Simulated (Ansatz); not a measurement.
Computed with r2SCAN-D4/def2-SVP run with Ansatz (a first-principles code). No frequencies were computed at this level.

Ansatz 0.2 input:
```yaml
crystal:
  periodic: [false, false, false]
  atoms:
    - { symbol: Ti, position_ang: [-0.000013, 0.000017, -0.000001] }
    - { symbol: H, position_ang: [1.439775, 0.942031, -0.191809] }
    - { symbol: H, position_ang: [-0.358947, -0.168811, 1.685179] }
    - { symbol: H, position_ang: [-1.31836, 0.792641, -0.794272] }
    - { symbol: H, position_ang: [0.237542, -1.565873, -0.699097] }
basis:
  gaussian: { orbitals: def2-svp }
hamiltonian:
  xc: r2scan
  dispersion: d4
relax:
  max_steps: 150
```

Output:

```
Functional definition: r2SCAN
612 factors; their error is unknown
mean field evaluation 1: about -23172.2523 eV, gradient 1.4e1 eV
mean field evaluation 2: about -23161.4949 eV, gradient 6.5e1 eV
mean field evaluation 4: about -23172.9765 eV, gradient 5.8e-1 eV
mean field evaluation 8: about -23172.9605 eV, gradient 9.8e-2 eV
mean field -23172.96049308 eV, -851.5905909238 hartree, gradient 4.0e-5 eV, S^2 0.000000; 0 other end points of the search recorded, 0 dependent functions left out
reference -23172.96050345 eV, -851.5905913049 hartree; 13, 13 occupied and 38, 38 virtual orbitals, 612 factors
relax step   1: F+E_penalty+E_count = -23172.97643769 eV  Δ(F+E_penalty+E_count) = +0.000e0 eV  max|allowed force component| = 4.050e-1 eV/Å  Δτ_max = 0.0000 Å  (22 SCF iters, accepted)
these checks for a lower state are left out or cut short: starts, cluster_reference, orbital_swaps, neighbouring_geometries, increment
612 factors; their error is unknown
mean field evaluation 16: about -23173.0077 eV, gradient 1.3e-2 eV
mean field -23172.98978751 eV, -851.5916674745 hartree, gradient 3.8e-6 eV, S^2 0.000000; 0 other end points of the search recorded, 0 dependent functions left out
reference -23172.98979775 eV, -851.5916678505 hartree; 13, 13 occupied and 38, 38 virtual orbitals, 612 factors
relax step   2: F+E_penalty+E_count = -23173.00615367 eV  Δ(F+E_penalty+E_count) = -2.972e-2 eV  max|allowed force component| = 1.418e-1 eV/Å  Δτ_max = 0.0515 Å  (26 SCF iters, accepted)
these checks for a lower state are left out or cut short: starts, cluster_reference, orbital_swaps, neighbouring_geometries, increment
612 factors; their error is unknown
mean field -23172.99346928 eV, -851.5918027769 hartree, gradient 1.6e-5 eV, S^2 0.000000; 0 other end points of the search recorded, 0 dependent functions left out
reference -23172.99347958 eV, -851.5918031553 hartree; 13, 13 occupied and 38, 38 virtual orbitals, 612 factors
relax step   3: F+E_penalty+E_count = -23173.00972946 eV  Δ(F+E_penalty+E_count) = -3.576e-3 eV  max|allowed force component| = 5.545e-3 eV/Å  Δτ_max = 0.0119 Å  (26 SCF iters, accepted)
612 factors; their error is unknown
mean field evaluation 32: about -23168.3292 eV, gradient 4.1e1 eV
mean field -23172.99346928 eV, -851.5918027769 hartree, gradient 1.5e-5 eV, S^2 0.000000; 1 other end points of the search recorded, 0 dependent functions left out
reference -23172.99347958 eV, -851.5918031553 hartree; 13, 13 occupied and 38, 38 virtual orbitals, 612 factors
Total energy: -23173.00973975 eV, -851.5924007058 hartree
Atom 0 at    -0.000000     0.000000     0.000000 Å, force    -0.000006     0.000008    -0.000001 eV/Å
Atom 1 at     1.406883     0.920535    -0.187427 Å, force     0.004739     0.003099    -0.000631 eV/Å
Atom 2 at    -0.350754    -0.164946     1.646693 Å, force    -0.001180    -0.000557     0.005545 eV/Å
Atom 3 at    -1.288237     0.774539    -0.776125 Å, force    -0.004335     0.002606    -0.002612 eV/Å
Atom 4 at     0.232106    -1.530123    -0.683140 Å, force     0.000783    -0.005156    -0.002301 eV/Å
Dipole moment:     0.000001    -0.000002     0.000000 e Å
```

Cost: about 5 core-seconds (a rough figure).
